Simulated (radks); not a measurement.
The numbers below are computed, except where a source is named.
The table gives one normalised radial function P(r) = r R(r) (large component) of Pb in [Hg] 6p1.5 6d0.5 (r in bohr). Code: a radial shooting solver on a logarithmic mesh with Libxc functionals. Model: Dirac Kohn-Sham, PBEsol, spin-unpolarised, spherical densities, point nucleus; open shells fill j = l - 1/2 first.

r           P
0.002129   0.0018
0.003638   0.0047
0.006219   0.0117
0.01063    0.0270
0.01817    0.0538
0.03105    0.0806
0.05307    0.0575
0.0907    -0.0588
0.155     -0.0980
0.2649     0.1214
0.4528     0.0491
0.774     -0.2647
1.323      0.0905
2.261      0.5713
3.864      0.4840
6.605      0.1492
11.2       0.0148
19.14      0.0002
32.71      0.0000

Which n and l does it have? It may be an empty orbital.

Answer. n = 6, l = 1: the number of nodes gives n - l - 1 = 4, the rise at small r points to l (this Dirac orbital starts as r^gamma with gamma = sqrt((l + 1)^2 - (Z/c)^2) = 1.91; the j = 3/2 orbital of l + 1 starts with the same power, but with a smaller coefficient, and then steepens), and the extent must fit the shell. The curve is that of 6p3/2; the two j differ most near the nucleus, where j = l - 1/2 has the larger amplitude, and in heavy atoms j = l - 1/2 is also the more compact. 6p3/2 (empty): eigenvalue -4.651 eV, 4 radial nodes at r = 0.0718, 0.204, 0.485, 1.22 bohr, <r> = 3.34 bohr, 90 % of the charge inside 5.06 bohr.
